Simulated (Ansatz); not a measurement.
Geometry optimisation, RKS PBE-D4/def2-mTZVP in Ansatz 0.2.0.

Input file:

```yaml
crystal:
  periodic: [false, false, false]
  atoms:
    - { symbol: Cl, position_ang: [-0.6247, -2.8492, 0.4704] }
    - { symbol: Sb, position_ang: [-0.4563, -0.5273, 1.1866] }
    - { symbol: Se, position_ang: [1.8677, -0.3325, 0.1215] }
    - { symbol: Te, position_ang: [-1.5747, 0.4365, -1.1473] }
    - { symbol: H, position_ang: [1.8143, 1.1918, 0.1679] }
    - { symbol: H, position_ang: [-0.9842, 2.0168, -0.8452] }
basis:
  gaussian: { orbitals: def2-mTZVP }
hamiltonian:
  xc: pbe
  dispersion: d4
relax:
  f_tol: 0.015
  max_steps: 40
```

Run as:

```bash
$ ansatz run input.yaml --threads 2 --pin off --max-ram 3072MiB --backend cpu --events-out ev --progress --plain --runs-dir out
```

Question: Where does it end, and by what steps?

Answer: It converged. After 25 steps the energy has fallen by 0.316 eV; H6 moved furthest, 1.56 Å.

```
step  energy less start (eV)  largest force component (eV/Å)  accepted
   0                  0.0000                           0.797       yes
   1                 -0.1154                           0.867       yes
   2                 -0.1427                           0.499       yes
   3                 -0.1809                           0.064       yes
   4                 -0.1834                           0.046       yes
   5                 -0.1862                           0.062       yes
   6                 -0.1920                           0.215       yes
   7                 -0.1980                           0.266       yes
   8                 -0.2097                           0.423       yes
   9                 -0.2339                           0.069       yes
  10                 -0.2377                           0.125       yes
  11                 -0.2328                           0.313        no
  12                 -0.2437                           0.115       yes
  13                 -0.2488                           0.037       yes
  14                 -0.2547                           0.246       yes
  15                 -0.2585                           0.394       yes
  16                 -0.2635                           0.418       yes
  17                 -0.3008                           0.092       yes
  18                 -0.3057                           0.062       yes
  19                 -0.3095                           0.205       yes
  20                 -0.3100                           0.231       yes
  21                 -0.3141                           0.130       yes
  22                 -0.3154                           0.043       yes
  23                 -0.3152                           0.121        no
  24                 -0.3161                           0.030       yes
  25                 -0.3164                           0.015       yes
```

```xyz
6
Properties=species:S:1:pos:R:3
Cl -0.833 -2.539 0.680
Sb -0.270 -0.199 0.976
Se 2.176 -0.627 0.202
Te -1.064 0.925 -1.459
H 2.499 0.829 0.301
H -2.466 1.547 -0.746
```

Whether the end is a true minimum wasn't checked by a vibrational analysis.

The run took 97 s on 2 threads of Arm Neoverse V1, on a shared host, peak memory 0.21 GiB.
